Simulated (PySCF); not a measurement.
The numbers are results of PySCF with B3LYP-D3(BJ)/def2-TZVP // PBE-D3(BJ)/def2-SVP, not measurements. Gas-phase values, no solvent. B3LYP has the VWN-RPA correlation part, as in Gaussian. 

Reference species: [Ta(Cl)3(F)2] (neutral, multiplicity 1).

```
Quantity                                  Value
-------------------------------------  --------
LUMO                                   -3.82 eV
coordination number                           5
charge on the central atom (Mulliken)    1.42 e
```

After one change: the LUMO increases by 0.39 eV; the coordination number stays essentially unchanged; the charge on the central atom (Mulliken) goes up by 0.13 e.

**Question.** Name the change that produced these shifts. The new species is one of these.
A) [Ta(Cl)2(F)3]
B) [Ta(Cl)4(F)]
C) [Ta(Cl)5]
D) [Ta(F)5]

**Answer.** A, [Ta(Cl)2(F)3]
